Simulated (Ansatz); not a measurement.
Computed with Ansatz.

C2H6FInS (`FC[CH2][InH][SH]`). The species carries charge 0 and has multiplicity 1. In: def2 effective core potential. The geometry is a stationary point of PBE0-D4/def2-TZVP. It is one conformer, not always the lowest.

```xyz
11

F    -1.439   -0.530    0.874
C    -0.923    0.796    0.958
C     0.273    0.921    0.060
In    0.081   -0.796   -1.264
S     1.701   -2.531   -0.939
H    -0.707    0.948    2.017
H    -1.744    1.448    0.655
H     1.217    0.844    0.601
H     0.265    1.854   -0.504
H    -1.011   -1.029   -2.564
H     2.287   -1.925    0.106
```

(1) What is the dipole moment at PBE/def2-TZVPP? (An estimate is asked.)

(2) And with r2SCAN, B3LYP, ωB97M-V? (An estimate is asked.)

(3) Give the Mulliken charges with PBE, B3LYP, ωB97M-V in def2-TZVPP. (An estimate is asked.)

Answers

(1) The calculation gave: 3.42 D, with components (-0.25, 3.29, 0.91) D in this frame, pointing from negative to positive charge.

(2) The calculation gave: r2SCAN 3.57 D, B3LYP 3.58 D, ωB97M-V 3.59 D.

(3) The calculation gave: 
| atom | PBE | B3LYP | ωB97M-V |
| --- | --- | --- | --- |
| F1 | -0.22 | -0.27 | -0.25 |
| C2 | 0.03 | 0.06 | 0.05 |
| C3 | -0.44 | -0.47 | -0.53 |
| In4 | 0.64 | 0.70 | 0.60 |
| S5 | -0.40 | -0.41 | -0.38 |
| H6 | 0.10 | 0.10 | 0.11 |
| H7 | 0.10 | 0.10 | 0.12 |
| H8 | 0.11 | 0.11 | 0.13 |
| H9 | 0.11 | 0.11 | 0.13 |
| H10 | -0.13 | -0.14 | -0.09 |
| H11 | 0.11 | 0.10 | 0.11 |

B3LYP here is the variant with VWN-RPA as its local correlation; programs differ in this.
